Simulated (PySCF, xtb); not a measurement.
CaCl, SMILES [Cl][Ca+], charge +1.

GFN2-xTB in xtb at its own geometry gives an orbital gap of 1.80 eV.

Geometry optimised at PBE-D3(BJ)/def2-TZVPD. The spin state was assumed, not searched.

Q: What does PySCF with PBE/def2-TZVPD give? (An estimate is asked for; the answer gives what the named calculation found.)

A: gap 3.88 eV (levels -11.84 and -7.96 eV).
